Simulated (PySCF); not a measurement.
Choosing a molecule for a target property.

Species are written as SMILES; each is one conformer at its optimised geometry, gas phase, non-relativistic unless stated. Electronic properties by PySCF.

The conformers computed, where there is a choice (atom-mapped SMILES and torsion angles):
- `[CH3:1][S:2][Si@@H:3]1[CH2:4][C@H:5]1[C:6]#[N:7]`: C1–S2–Si3–C4 -97°
- `[CH3:1][CH2:2][CH2:3][CH2:4][P:5]([CH3:6])[CH2:7][C:8]#[N:9]`: C1–C2–C3–C4 179°, C2–C3–C4–P5 -175°, C3–C4–P5–C6 -79°, C4–P5–C7–C8 168°
- `[CH3:1][O:2][C@@H:3]([F:4])[C@H:5]([CH3:6])[O:7][SiH3:8]`: C1–O2–C3–F4 71°, O2–C3–C5–C6 -175°, C3–C5–O7–Si8 -41°
- `[CH3:1][C:2]([SiH3:3])([SiH3:4])[O:5][CH:6]([F:7])[F:8]`: C1–C2–O5–C6 71°, C2–O5–C6–F7 86°

Question: Wanted: dipole moment below 4 D (PBE0/pcSseg-1) and HOMO–LUMO gap above 8.6 eV (PBE0/pcSseg-1), at GFN2-xTB geometries. Which candidate meets both?
A. `CO[C@@H](F)[C@H](C)O[SiH3]`
B. `CC([SiH3])([SiH3])OC(F)F`
C. `CCCCP(C)CC#N`
D. `CS[Si@@H]1C[C@H]1C#N`

Answer: A. Computed values:
```
                   species  dipole moment  HOMO–LUMO gap
CO[C@@H](F)[C@H](C)O[SiH3]         1.74 D        8.85 eV
  CC([SiH3])([SiH3])OC(F)F         3.08 D        8.41 eV
              CCCCP(C)CC#N         4.92 D        7.61 eV
      CS[Si@@H]1C[C@H]1C#N         5.42 D        6.49 eV
```
